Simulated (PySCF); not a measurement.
Calculated NMR parameters of C#C[C@]1(F)[SiH2]C=C1C#N

* Formula: C6H4FNSi
* SMILES: C#C[C@]1(F)[SiH2]C=C1C#N
* Point group of the computed structure: C1
* Degrees of unsaturation: 6
* Carbon signals: 6
* Proton signals: 4

Atoms are numbered as in `[CH:1]#[C:2][C@:3]1([F:4])[SiH2:5][CH:6]=[C:7]1[C:8]#[N:9]`. Hydrogens are named by the atom that carries them. Ha(Si5) is pro-R; Hb(Si5) is pro-S.

One conformer, non-relativistic Hamiltonian, no solvent. PBE0/pcSseg-1 with gauge-including orbitals; coordinates at the GFN2-xTB level; PySCF 2.14.

Referencing at the same level of theory: TMS for ¹H (σref 31.72) and ¹³C (σref 186.93) and ²⁹Si (σref 349.16); CFCl3 for ¹⁹F (σref 170.95); ¹⁵N (σref 267.73) against NH3.

| carbon | δC, type | δH (multiplicity) | HMBC from (2–3 bonds) | span of the C tensor (ppm) |
| --- | --- | --- | --- | --- |
| C1 | 92.2, CH | 2.79 (s) | – | 176 |
| C2 | 83.2, C | – | Hb(Si5), Ha(Si5), H(C1) | 298 |
| C3 | 92.5, C | – | H(C6), Hb(Si5), Ha(Si5), H(C1) | 74 |
| C6 | 165.9, CH | 7.41 (m) | Hb(Si5), Ha(Si5) | 261 |
| C7 | 147.5, C | – | H(C6), Hb(Si5), Ha(Si5) | 209 |
| C8 | 118.1, C | – | H(C6) | 342 |

Other nuclei:
```tsv
atoms	nucleus	environment	δ (ppm)	σ (ppm)
Hb(Si5)	¹H	hydrogen on a silicon bonded to 2 C, in a 4-membered ring	5.07	26.65
Ha(Si5)	¹H	hydrogen on a silicon bonded to 2 C, in a 4-membered ring	5.03	26.69
F4	¹⁹F	fluorine on an sp3 carbon	-183.7	354.6
Si5	²⁹Si	silicon bonded to 2 C, 2 H, in a 4-membered ring	-24.1	373.3
N9	¹⁵N	nitrile nitrogen	333.2	-65.4
```

- Carbon types of the structure: 4 × C, 2 × CH, leaving 2 H on heteroatoms.
- δC 147.5: fully substituted alkene carbon; an sp2 carbon of a C=C bond.
- δC 118.1: nitrile carbon; C≡N carbons fall here, among the sp2 signals but without a proton.
- δC 92.5: allylic fully substituted sp3 carbon bonded to F and Si; the inductive effect lowers its shielding.
- δC 92.2: terminal alkyne carbon; sp carbons lie upfield of alkene carbons because the cylindrical π system leaves one tensor component strongly shielded.
- δC 83.2: alkyne carbon; the triple bond shields along its axis, which puts it between sp3 and sp2 carbons.

Splittings by ¹⁹F in the carbon and heteronuclear signals aren't shown, as no couplings were computed. Shifts are as computed. Against solution values, carbons near 30 ppm lie about +3 ppm off and those near 130 ppm about +5 ppm. Of 1211 compounds with measured shifts, 218 miss one by over three times the rms of a fit or turn the order of signals round; such compounds aren't used in these exercises. Unscaled 19F shifts against computed CFCl3 carry errors that often reach 10 to 50 ppm. Experimental scales use liquid or dissolved standards, which lie at an offset from isolated NH3 (liquid NH3: subtract about 20 ppm). Unscaled 15N shifts of sp2 nitrogen come out 20 to 40 ppm too high even then. Multiplicities follow the n + 1 count of equivalent neighbours, as no J values were calculated; m marks all less simple cases, F and P coupling included.
